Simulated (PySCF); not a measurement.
H3P2, SMILES P[PH], multiplicity 2. Geometry: r2SCAN-D4/def2-TZVP. The isomer is the one that the SMILES or the coordinates give; other isomers of the formula were not compared.

Method: r2SCAN-D4/def2-TZVP (PySCF).

Harmonic wavenumbers (cm⁻¹): 311, 437, 608, 620, 899, 1083, 2366, 2371, 2407. Rotational constants (GHz): 87.05, 6.341, 6.150; symmetry number 1.

Task: Work out the zero-point energy and the ideal-gas rigid-rotor harmonic-oscillator thermochemistry at 298.15 K and 1 atm.

Result: ZPE = ½ Σ hcν = ½ × 11101 cm⁻¹ = 66.40 kJ/mol. H − E(el) = 79.12 kJ/mol. Entropy in J/(mol K): translation 160.80, rotation 92.36, vibration 13.62, spin 5.76, total 272.55. G − E(el) = -2.14 kJ/mol. Cp = 57.74 J/(mol K).
